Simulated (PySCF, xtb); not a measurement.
CH2O, SMILES [H]/[C-]=[O+]/[H].

Harmonic wavenumbers (cm⁻¹) from GFN2-xTB (xtb 6.7.1) at its own minimum, in rising order: 1012, 1144, 1331, 1426, 2751, 3317.

**Question.** What does ωB97X-D3(BJ)/def2-TZVPD in PySCF give at its own minimum? (Estimate from the structure and the level; the computed values follow.)

**Answer.** 1089, 1222, 1358, 1507, 2903, 3765. Paired by order, the mean absolute difference is 144 cm⁻¹ and the zero-point energies are 15.7 and 16.9 kcal/mol.
